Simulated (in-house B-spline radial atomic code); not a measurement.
# RPA and G0W0 on SCAN: P VI (P5+)

Configuration [He] 2s2 2p6, mean-field start SCAN. Computed with an all-electron radial atomic-structure program (B-spline basis): all electrons, scalar-relativistic (spin-free one-electron X2C), finite nucleus, each spin shell either full or empty, empty states to l = 9 with an (l + 1/2)⁻⁴ tail; G0W0 by contour deformation at full frequency.

Command:
```bash
python run_gw.py task.json out
```
Settings (radii: box in bohr, nucleus in fm):
```
Z                        15
electrons                10
configuration            [He] 2s2 2p6
hamiltonian              x2c
method                   scan,scan
lmax                     9
rms_radius               3.1889
spin_polarised           False
box_radius               10.43
intervals                68
```

Time taken, with all properties: 1.3 s on 1 thread of Intel(R) Xeon(R) Platinum 8488C, with other jobs on the host.

Energies (hartree):

```tsv
term	value
mean-field total	-335.62671
Hartree-Fock functional on these orbitals	-335.17543
direct second order	-0.66448
second-order exchange	0.23517
SOSEX correction	0.22071
```

Problem. What is the RPA correlation energy, and what remains with SOSEX?

Solution. RPA gives -0.60686 hartree (-1.65 eV per electron); RPA + SOSEX gives -0.38615, and the second-order doubles -0.42931 hartree (no singles). RPA lacks exchange-type terms and so overcorrelates at short range.

Quasi-particle levels (eV):

| level | occupied | mean field | Σx - vxc | Σc | QP weight | G0W0 |
| --- | --- | --- | --- | --- | --- | --- |
| 2p | yes | -202.20 | -20.13 | ? | ? | ? |
| 2s | yes | -253.54 | -26.43 | 4.92 | 0.963 | -275.05 |
| 1s | yes | -2174.32 | -86.16 | 27.66 | 0.879 | -2232.82 |
| 3s | no | -67.16 | 2.80 | -0.59 | 0.997 | -64.94 |

G0W0 = mean field + (Σx - vxc) + Σc, with Σc (partial-wave tail included) taken at the quasi-particle energy.

Problem. Where does G0W0 put 2p?

Solution. At -220.28 eV, with Σc = 2.05 eV and a quasi-particle weight of 0.974. The tabulated removal energy is 220.43 ± 0.005 eV (NIST, semi-empirical); the calculation leaves out spin-orbit coupling, Breit and QED terms, and what these don't explain is the method's own error.
